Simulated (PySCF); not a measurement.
# BeHg: from constants to spectrum

PBE0 constants of BeHg, ¹Σ⁺ (singlet), closed shell (basis Be def2-SVPD, Hg def2-SVPD with ECP60; scalar-relativistic core potentials; PySCF 2.14; masses 9.0122 and 201.9706 u):

```
ωe              : 111.8 cm⁻¹
ωexe            : 5.1 cm⁻¹
Be              : 0.21453 cm⁻¹
αe              : 0.00944 cm⁻¹
D (centrifugal) : 3.16e-06 cm⁻¹
De to Be + Hg   : 0.080 eV
```

Q: Give the band origin of the fundamental and the first lines of its P and R branches.

A: ν0 = ωe − 2ωexe = 101.6 cm⁻¹, B0 = 0.20981, B1 = 0.20037 cm⁻¹.

```csv
J″,P(J″) − ν0,R(J″) − ν0
0,,0.401
1,-0.420,0.782
2,-0.858,1.145
3,-1.315,1.489
4,-1.791,1.813
5,-2.285,2.119
6,-2.798,2.404
```

Q: Near which J would the R branch turn back, without centrifugal distortion?

A: At J ≈ (B0 + B1)/(2(B0 − B1)) − 1 ≈ 21.

Closed-shell solutions of metal pairs were not tested for spin polarisation, which can lower them a little. The bond is weak. Basis-set superposition, not corrected here, can be much of De in a small basis, most of all at correlated wavefunction levels. Functionals without a dispersion term scatter widely for such bonds, and LDA overbinds them. Spin–orbit coupling is left out.
